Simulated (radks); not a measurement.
Effect of the nuclear size on the iodine ion I+, [Kr] 4d10 5s2 5p4. Method: Dirac Kohn-Sham, relativistic LDA (MacDonald-Vosko exchange, VWN5 correlation), spin-unpolarised, spherical densities, finite nucleus; open shells fill j = l - 1/2 first; Fermi nuclear charge, rms radius 4.75 fm; computed with a radial shooting solver on a logarithmic mesh with Libxc functionals. The rms radius is varied about that value; shifts are against it.

rms radius (fm),total energy shift (eV),density at nucleus (e/bohr^3),1s1/2 shift (meV),2s1/2 shift (meV),4p1/2 shift (meV),5s1/2 shift (meV),5p1/2 shift (meV),5p3/2 shift (meV),6s1/2 (empty) shift (meV)
3.9045,-1.91,2.546e+05,-793,-93.1,0.302,-0.496,0.065,0.071,-0.077
4.5933,-0.377,2.475e+05,-157,-18.4,0.060,-0.098,0.013,0.014,-0.015
4.75,0,2.461e+05,0.000,0.000,0.000,0.000,0.000,0.000,0.000
5.2155,1.18,2.422e+05,491,57.7,-0.187,0.307,-0.040,-0.044,0.048
5.2867,1.37,2.416e+05,570,66.9,-0.217,0.356,-0.047,-0.051,0.056

Slopes of the eigenvalues against <r^2> in GHz/fm^2, as finite differences over the two radii next to the reference (eigenvalue slopes, not the field-shift constants of lines): 1s1/2 25700, 2s1/2 3010, 4p1/2 -9.78, 5s1/2 16.0, 5p1/2 -2.11, 5p3/2 -2.28, 6s1/2 (empty) 2.50.
